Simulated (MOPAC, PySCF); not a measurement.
[Hf(F)4], neutral singlet in the gas phase. 

Z-matrix (Å, degrees):
```
Hf
F 1 1.9076
F 1 1.9076 2 109.47
F 1 1.9076 2 109.47 3 120.00
F 1 1.9076 2 109.47 3 -120.00
```
Charge 0, spin multiplicity 1.

All levels are single points at this geometry (r2SCAN-D4/def2-SVP); Pople sets use spherical d functions. Orbital energies aren't observables, and empty levels follow the basis.

```tsv
level	HOMO (eV)	LUMO (eV)	gap (eV)	dipole (D)	vertical IE, Delta-SCF (eV)
PBE-D3(BJ)/def2-TZVP in PySCF	-10.10	-1.65	8.45	0.00	–
TPSSh-D3(BJ)/def2-TZVP in PySCF	-11.02	-1.13	9.89	0.00	–
B3LYP/LANL2DZ in PySCF	-12.03	-1.95	10.08	0.00	–
SVWN5/6-31G* (LANL2DZ on Hf) in PySCF	-9.92	-1.91	8.01	0.00	–
HF/6-31G* (LANL2DZ on Hf) in PySCF	-17.33	1.94	19.27	0.00	14.76
PM6 in MOPAC	-13.42	-2.18	11.24	0.00	–
```
